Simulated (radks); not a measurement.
Coulomb parameter of the 4f shell of the ytterbium ion Yb2+ in the model configuration [Xe] 4f13 5d1, as a second difference U = [E(n + 0.25) + E(n - 0.25) - 2 E(n)] / (0.25)^2 with all orbitals relaxed. "Bare": the charge of the atom changes with n. "Screened": the 5d shell takes up the change at fixed total charge, which measures U(4f,4f) + U(5d,5d) - 2 U(4f,5d). Calculated with a radial shooting solver on a logarithmic mesh with Libxc functionals: Dirac Kohn-Sham, PBE, spin-unpolarised, spherical densities, point nucleus; open shells are shared between the two j in proportion to 2j + 1.

case,configuration,E - E(n) (eV)
start,[Xe] 4f13 5d1,0.000
bare +0.25,[Xe] 4f13.25 5d1,-5.481
bare -0.25,[Xe] 4f12.75 5d1,6.597
screened +0.25,[Xe] 4f13.25 5d0.75,-2.095
screened -0.25,[Xe] 4f12.75 5d1.25,2.425

U(bare) = 17.842 eV, U(screened by 5d) = 5.294 eV.
